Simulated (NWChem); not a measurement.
System: CH$_{3}$BClFO; SMILES COB(F)Cl

Here is an NWChem input.

```
start job
memory heap 200 mb stack 900 mb global 1100 mb
geometry units angstroms
  B      0.541771     0.162151     0.000000
  F      1.728361     0.751262     0.000000
  Cl    -0.899972     1.212141     0.000000
  O      0.491866    -1.173646     0.000000
  C     -0.677427    -1.987695     0.000000
  H     -0.652856    -2.621599    -0.890735
  H     -0.652856    -2.621599     0.890735
  H     -1.591324    -1.388031     0.000000
end
basis spherical
  * library 3-21g
end
dft
  xc b3lyp
  iterations 150
end
driver
  maxiter 120
end
task dft optimize
task dft freq
```

The level has its own optimisation; frequencies are unscaled.

What results follow from this input? (B3LYP/3-21G.) Quantities: r B–F (Å); r B–Cl (Å); r B–O (Å); r C–O (Å); highest harmonic frequency (cm⁻¹); lowest (cm⁻¹); zero-point energy (kcal/mol); dipole (D).


```yaml
r B–F (Å): 1.346
r B–Cl (Å): 1.824
r B–O (Å): 1.355
r C–O (Å): 1.469
highest harmonic frequency (cm⁻¹): 3157
lowest (cm⁻¹): 80
zero-point energy (kcal/mol): 32.2
dipole (D): 3.05
```
